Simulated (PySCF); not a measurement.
## Exercise with solution: oscillator strength and radiative lifetime

CH₄O₂Sn, SMILES C[O][Sn][OH] (connectivity only; charge and spin as stated), neutral, multiplicity 1.

The structure is a stationary point at B3LYP-D3(BJ)/def2-SVP. The def2 effective core potentials stand for the cores of Sn; spin–orbit coupling is left out. One conformer was computed; it need not be the lowest.

TDDFT-CAM-B3LYP/def2-SVPD (PySCF) puts the first singlet state with f over 0.02 at 4.62 eV (vertical), with the transition dipole (-0.289, -0.468, 0.066) in atomic units.

Find the oscillator strength, the wavelength and the radiative lifetime that this transition would have in vacuum if emission retraced absorption.


|μ|² = 0.3069 au, so |μ| = 1.41 D. ΔE = 4.62/27.211 = 0.1698 hartree. f = (2/3) ΔE |μ|² = 0.035 (the program prints 0.035).
λ = 1239.84/4.62 = 268 nm; ν = 37263 cm⁻¹.
Einstein's coefficient A = 0.6670 ν² f s⁻¹ (ν in cm⁻¹) = 3.2e7 s⁻¹, so τ = 1/A = 31 ns. This state is S1. The figure is the radiative limit of this one transition; relaxation, internal conversion, crossing to triplets and a medium change what is measured.
